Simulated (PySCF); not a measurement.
(2S)-2-fluoro-1-methoxypropane (C4H9FO), SMILES COC[C@H](C)F. Atoms are numbered in the order given.

```xyz
15

C      2.4308    -0.5274    -0.3242
O      1.0522    -0.3038    -0.4767
C      0.3980    -0.0487     0.7416
C     -1.0755     0.2470     0.4968
C     -1.7643    -0.7660    -0.4013
F     -1.1955     1.5164    -0.0777
H      2.9543     0.3544     0.1212
H      2.8559    -0.7185    -1.3288
H      2.6462    -1.4114     0.3267
H      0.8518     0.8279     1.2687
H      0.4791    -0.9251     1.4371
H     -1.5740     0.2888     1.4940
H     -2.8174    -0.4703    -0.5713
H     -1.2379    -0.8184    -1.3729
H     -1.7501    -1.7735     0.0607
```
Charge 0, spin multiplicity 1.

Geometry optimised at PBE-D3(BJ)/def2-SVP. The values are those of a single conformer.

These are SMD-ωB97X/def2-SVP (PySCF) values and carry that method's errors.

Solvation free energies are E(SMD) − E(gas) at the gas-phase geometry, for 1 M in both phases. In vacuum the dipole moment is 2.50 D.

```
solvent   ΔG(solv) (kcal/mol)  its non-electrostatic (CDS) part  dipole (D)
--------  -------------------  --------------------------------  ----------
water                    -2.5                               4.2        3.37
methanol                  ___                               ___         ___
acetone                  -5.3                              -0.5        3.18
```

Problem. Some entries are withheld; supply them. (An estimate is asked for; the answer gives what the named calculation found.)

Solution. 
- methanol, ΔG(solv) (kcal/mol): -5.9
- methanol, its non-electrostatic (CDS) part: 0.6
- methanol, dipole (D): 3.34
